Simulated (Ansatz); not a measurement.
Ideal-gas functions of ClH3MgOSi (`[SiH3][O][Mg][Cl]`) at 600 K and 1 bar, from an Ansatz frequency run at PBE0-D4/def2-TZVP.

Molar mass 106.87 g/mol, point group C3v (symmetry number 3), electronic degeneracy 1, moments of inertia 5.854, 558.943, 558.943 u Å². Harmonic wavenumbers (cm⁻¹, unscaled): 52, 52, 144, 144, 320, 636, 734, 734, 958, 958, 997, 1105, 2188, 2188, 2200.

Use S(trans) = R[1.5 ln M + 2.5 ln T − 1.1517]; rotational temperatures θ = 24.2544 K / I; S(rot) = R[ln(√π/σ · √(T³/θAθBθC)) + 1.5]; for each mode x = 1.438777 ν̃/T, S = R[x/(eˣ − 1) − ln(1 − e⁻ˣ)] and H = RT x/(eˣ − 1); 1 cm⁻¹ = 0.0119627 kJ/mol; R = 8.31446 J/(mol·K).

Q: By hand: the entropy, in J/(mol·K).

A: Translation 181.7. Rotation: θ = 4.1432, 0.0434, 0.0434 K, giving 108.1. Vibration, mode by mode: 25.63, 25.63, 17.20, 17.20, 10.72, 5.57, 4.61, 4.61, 3.02, 3.02, 2.80, 2.28, 0.27, 0.27, 0.27, in all 123.1. Electronic 0.0. Sum 412.9 J/(mol·K).

Q: By hand: H − E and G − E in kJ/mol, counted from the electronic energy.

A: Zero-point energy ½ × 13410 × 0.0119627 = 80.2; thermal vibration 32.0; translation, rotation and pV give 4 RT = 20.0. H − E = 132.2 kJ/mol, and G − E = 132.2 − 600 × 412.9/1000 = -115.5 kJ/mol.

Vibration gives 30 % of the entropy, 85.7 J/(mol·K) of it from the modes under 150 cm⁻¹: soft modes count most, and the harmonic formula is weakest for them. The sum counts one conformer and one mirror image; others add a mixing term.
